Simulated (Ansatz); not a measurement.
Reaction (formal exchange of groups at the Sb–Si bond): `C[O][Sb]([SiH3])[O]C` + CH₄ → `C[O][Sb]([CH3])[O]C` + SiH₄

Program: Ansatz. Geometries: PBE0-D4/def2-TZVP. ΔE: electronic, gas phase. CCSD(T)/CBS is the MP2 limit (def2-TZVPP, def2-QZVPP) plus CCSD(T) − MP2 in def2-TZVPP, frozen cores. This one scheme is used for every species. Functionals use def2-TZVPP. B3LYP here is the variant with VWN-RPA as its local correlation; programs differ in this. def2 core potentials past Kr. For Sb outer-core shells are correlated without core-valence functions, which leaves a few kJ/mol of doubt a bond. Each species was taken in one conformer, which may not be the lowest.

`C[O][Sb]([SiH3])[O]C`:

Z-matrix (Å, degrees):
```
C
O 1 1.407
H 1 1.097 2 111.3
H 1 1.099 2 112.9 3 -121.7
H 1 1.094 2 108.5 3 118.9
Sb 2 1.969 1 119.5 3 87.4
O 6 1.969 2 99.6 1 -90.0
Si 6 2.587 2 89.2 1 -179.1
C 7 1.407 6 119.5 2 90.1
H 8 1.487 6 109.4 2 170.8
H 8 1.487 6 109.4 2 -70.3
H 8 1.483 6 108.7 2 50.3
H 9 1.094 7 108.5 6 153.6
H 9 1.099 7 112.9 6 34.2
H 9 1.097 7 111.3 6 -87.5
```

CH₄:

Cartesian coordinates in Å:
```
C 0.000 0.000 0.000
H 0.879 0.632 -0.121
H 0.313 -1.035 0.135
H -0.628 0.077 -0.887
H -0.564 0.326 0.873
```

`C[O][Sb]([CH3])[O]C`:

```xyz
15

C    -1.837   -0.224    0.764
O    -1.412   -0.939   -0.372
Sb    0.493   -1.108   -0.803
C     1.223   -1.413    1.182
O     0.960    0.798   -0.669
C     0.663    1.651   -1.747
H    -1.303    0.726    0.881
H    -2.902   -0.006    0.648
H    -1.707   -0.809    1.683
H     2.301   -1.579    1.148
H     1.014   -0.519    1.770
H     0.740   -2.282    1.632
H     1.018    1.257   -2.710
H    -0.415    1.839   -1.834
H     1.163    2.608   -1.573
```

SiH₄:

```xyz
5

Si    0.000    0.000    0.000
H     0.694   -0.495   -1.216
H    -1.277    0.649   -0.389
H     0.864    0.986    0.697
H    -0.281   -1.141    0.908
```

```tsv
level	ΔE (kJ/mol)	difference from CCSD(T)/CBS
PBE-D4	36.8	14.4
B3LYP-D4	30.0	7.6
PBE0	33.3	10.9
B3LYP	30.4	8.0
HF/def2-TZVPP	20.1	-2.3
SCS-MP2/def2-TZVPP	16.0	-6.4
CCSD/def2-TZVPP	18.1	-4.3
HF/def2-QZVPP	20.3	-2.1
MP2/def2-QZVPP	19.5	-2.9
SCS-MP2/def2-QZVPP	18.2	-4.2
CCSD(T)/CBS	22.4	0
```

Largest T1 diagnostic among the species: 0.015.

From PBE to PBE0 (25 % exact exchange), in def2-TZVPP and without D4, ΔE moves by −3.8 kJ/mol.
